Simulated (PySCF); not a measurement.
Al(Br)(OH)2 (AlBrH₂O₂), SMILES [Al]([OH])([OH])[Br]. Coordinates come from a r2SCAN-D4/def2-SVP optimisation. Other conformers were not sampled.

Method: r2SCAN-D4/def2-SVP (PySCF).

Harmonic wavenumbers (cm⁻¹): 159, 207, 246, 294, 348, 389, 518, 579, 818, 979, 3952, 3953. Rotational constants (GHz): 6.532, 1.871, 1.455; symmetry number 2.

Problem. Work out the zero-point energy and the ideal-gas rigid-rotor harmonic-oscillator thermochemistry at 298.15 K and 1 atm.

Solution. ZPE = ½ Σ hcν = ½ × 12443 cm⁻¹ = 17.79 kcal/mol. H − E(el) = 22.21 kcal/mol. Entropy in cal/(mol K): translation 40.74, rotation 25.92, vibration 11.41, total 78.07. G − E(el) = -1.06 kcal/mol. Cp = 21.50 cal/(mol K).
